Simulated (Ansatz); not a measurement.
`[SiH3]C[SeH]` + `BNCC` → `BN([SiH3])CC` + `C[SeH]`  (ligand exchange at the Si–C bond)

Program: Ansatz. Geometries: PBE0-D4/def2-TZVP. ΔE: electronic, gas phase. CBS: MP2 limit from def2 TZ/QZ plus the TZ coupled-cluster correction, frozen cores. Functionals use def2-TZVPP. For Se outer-core shells are correlated without core-valence functions, which leaves a few kJ/mol of doubt a bond. Scalar relativity is left out up to krypton. Each species was taken in one conformer, which may not be the lowest.

CCSD(T)/CBS gives -35.7 kJ/mol.

Q: Another level gave -22.4 kJ/mol. Which?
A. PBE0-D4/def2-TZVPP
B. ωB97M-V/def2-TZVPP
C. HF/def2-TZVPP
D. revPBE/def2-TZVPP

A: D. revPBE -22.4, ωB97M-V -35.0, PBE0-D4 -30.0, HF/def2-TZVPP -41.5 kJ/mol.

Largest T1 diagnostic among the species: 0.012.

From PBE to PBE0 (25 % exact exchange), in def2-TZVPP and without D4, ΔE moves by −3.2 kJ/mol. Leaving LDA and LC-ωPBE aside and taking each functional with its dispersion term where it has one, the values, not all of them listed here, spread over 12.3 kJ/mol, from BHLYP-D4 to PBE-D4. The D4 term adds −4.7 kJ/mol with B3LYP and −2.8 kJ/mol with PBE0; it sums over pairs of atoms, weighted by their polarisabilities, and B3LYP, whose exchange is more repulsive, gets the larger term.

B3LYP here is the variant with VWN-RPA as its local correlation; programs differ in this.
